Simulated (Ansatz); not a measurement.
The pair A = C2H2 (SMILES C#C) (first 4 atoms), B = CH2O (SMILES C=O); geometry from B3LYP-D3(BJ)/def2-TZVP.
(charge 0, multiplicity 1):
```xyz
8

C      0.449     0.047    -0.638
C     -0.230    -0.023     0.347
H      1.042     0.109    -1.517
H     -0.820    -0.085     1.235
C      0.320     0.055     3.728
O     -0.847    -0.078     3.475
H      1.083     0.137     2.933
H      0.685     0.101     4.771
```

Frozen-core correlation. MP2 and its Hartree–Fock in aug-cc-pVQZ, aug-cc-pVTZ are density fitted.

Codes used: Ansatz (Gaussian orbitals). Values without a source in brackets are computed.

The counterpoise-corrected interaction energy is E(AB) − E(A in the pair's basis) − E(B in the pair's basis). Total energies (hartree):

```json
[
 {"level": "HF/aug-cc-pVTZ", "AB": "-190.7672550", "A in the pair's basis": "-76.8505030", "B in the pair's basis": "-113.9141312"},
 {"level": "MP2/aug-cc-pVTZ", "AB": "-191.4850003", "A in the pair's basis": "-77.1638718", "B in the pair's basis": "-114.3164546"},
 {"level": "HF/aug-cc-pVQZ", "AB": "-190.7790128", "A in the pair's basis": "-76.8548740", "B in the pair's basis": "-113.9214952"},
 {"level": "MP2/aug-cc-pVQZ", "AB": "-191.5388770", "A in the pair's basis": "-77.1854503", "B in the pair's basis": "-114.3485517"},
 {"level": "MP2/aug-cc-pVDZ", "AB": "-191.3145770", "A in the pair's basis": "-77.0914296", "B in the pair's basis": "-114.2189877"},
 {"level": "CCSD(T)/aug-cc-pVDZ", "AB": "-191.3692589", "A in the pair's basis": "-77.1198501", "B in the pair's basis": "-114.2453456"}
]
```

Work out the counterpoise-corrected interaction energy at the basis-set limit: extrapolate the MP2 correlation part as X⁻³, take Hartree–Fock from the larger set, and add the CCSD(T) − MP2 difference of aug-cc-pVDZ.


1. Differences (1 hartree = 627.509 kcal/mol): HF/aug-cc-pVTZ -1.645; MP2/aug-cc-pVTZ -2.933; HF/aug-cc-pVQZ -1.659; MP2/aug-cc-pVQZ -3.059; MP2/aug-cc-pVDZ -2.610; CCSD(T)/aug-cc-pVDZ -2.550.
2. Correlation parts, MP2 less HF: -1.288 in aug-cc-pVTZ (X = 3), -1.400 in aug-cc-pVQZ (X = 4).
3. Limit (4³·(-1.400) − 3³·(-1.288))/(4³ − 3³) = -1.482; with HF/aug-cc-pVQZ it gives -3.141.
4. CCSD(T) less MP2 in aug-cc-pVDZ: 0.060.
Result: -3.08 kcal/mol, against -2.93 at MP2/aug-cc-pVTZ. It is an estimate of this method's limit, not of the exact value.

Ansatz is an electronic-structure program.
